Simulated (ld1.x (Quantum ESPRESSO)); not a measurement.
# iron: from the effect back to the setting (PAW)

Base potential:

iron (Fe), PAW, made with ld1.x (Quantum ESPRESSO) 7.5 (PW91, scalar-relativistic). Core [Ne], reference 3s2 3p6 3d6 4s1.75 4p0.25. Waves: 3s (bound): rcut 1.25, rcutus 1.60 bohr; 4s (bound): rcut 1.25, rcutus 1.60 bohr; 3p (bound): rcut 1.40, rcutus 1.55 bohr; 4p (bound): rcut 1.40, rcutus 1.55 bohr; 3d (bound): rcut 1.40, rcutus 1.80 bohr; 3d channel at -0.1 Ry: rcut 1.40, rcutus 1.80 bohr. Local part: all-electron potential smoothed inside 1.20 bohr (lloc = -2). Core correction: Bessel-smoothed model core inside 1.25 bohr. Augmentation charge: BESSEL, radius 1.10 bohr.

Cutoffs, loose and tight: the cutoffs (Ry, on a coarse ladder) from which the occupation-weighted sum of valence levels, in a spherical-Bessel basis at the reference potential, stays within 10 and 1 mRy of its value at 400 Ry. They do not see the model core or the augmentation charge, which bear on the density cutoff. Test errors are all-electron minus pseudo excitation energies from the reference, over the configurations 3s2 3p6 3d6 4s2 4p0; 3s2 3p6 3d6 4s1 4p0; 3s2 3p6 3d6 4s0 4p0; 3s2 3p6 3d6.5 4s1.5 4p0; 3s2 3p6 3d5 4s2 4p0; 3s2 3p6 3d7 4s0 4p0; 3s2 3p6 3d7 4s1 4p0; variants that change the core or the reference have their own tests.

A file whose overlap is not positive is unfit for use, and its test errors describe a broken file.

Only the scale of all radii but the core radius (base = 1) is moved (4 further runs of the sweep failed or gave no value and are left out):

| scale of all radii but the core radius (base = 1) | cutoff, loose | cutoff, tight | bound ghosts | largest test error (meV) |
| --- | --- | --- | --- | --- |
| 0.84 | 60 Ry | 100 Ry | none | +2.7 |
| 0.9 | 55 Ry | 90 Ry | none | +4.0 |
| 1.1 | 40 Ry | 55 Ry | none | -5.8 over the solved tests; test run stopped at test 4 of 7 (negative rho) |
| 1.18 | 35 Ry | 50 Ry | none | -5.9 over the solved tests; test run stopped at test 4 of 7 (negative rho) |
| 1.24 | 30 Ry | 45 Ry | none | test run stopped at test 2 of 7 (negative rho) |

Task: One more run gave cutoff, loose: 40 Ry; cutoff, tight: 70 Ry; bound ghosts: none; largest test error (meV): -5.0 over the solved tests; test run stopped at test 7 of 7 (negative rho), 2 before it not solved. Which value of the scale of all radii but the core radius (base = 1) was used?

Result: 1.05. The tight cutoff moves one way along this sweep, from 100 Ry at 0.84 to 45 Ry at 1.24, which places the run between 0.9 and 1.1.
